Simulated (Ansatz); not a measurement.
Reactions of BrH$_{2}$InS$_{2}$ (`[SH][In]([SH])[Br]`).

Gas-phase electronic energies from Ansatz, PBE0-D4/def2-TZVP geometries. CCSD(T)/CBS is the MP2 limit (def2-TZVPP, def2-QZVPP) plus CCSD(T) − MP2 in def2-TZVPP, frozen cores. This one scheme is used for every species. Functionals use def2-TZVPP. def2 core potentials past Kr. For Br, In outer-core shells are correlated without core-valence functions, which leaves a few kJ/mol of doubt a bond. Scalar relativity is left out up to krypton. One conformer a species, not always the lowest.

| reaction | B97M-V (kJ/mol) | revPBE-D4 (kJ/mol) | RPA@PBE/def2-TZVPP (kJ/mol) |
| --- | --- | --- | --- |
| `[SH][In]([SH])[Br]` + NH₃ → `[NH2][In]([SH])[SH]` + HBr | 135 | 127 | 119 |
| `[SH][In]([SH])[Br]` + H–F → `[F][In]([SH])[SH]` + HBr | 64 | 69 | 70 |
| `[SH][In]([SH])[Br]` + H–F → `[F][In]([SH])[Br]` + H₂S | 26 | 35 | 34 |
| `[SH][In]([SH])[Br]` + H₂ → `[SH][InH][SH]` + HBr | 102 | 112 | 103 |
| `[SH][In]([SH])[Br]` + HBr → `[SH][In]([Br])[Br]` + H₂S | -40 | -36 | -38 |

Question: Give the CCSD(T)/CBS values in the same order. (Best estimate.)

Answer: The calculation gave: 129, 81, 41, 117, -42 kJ/mol.

Largest T1 diagnostic: 0.015, for `[F][In]([SH])[SH]`.
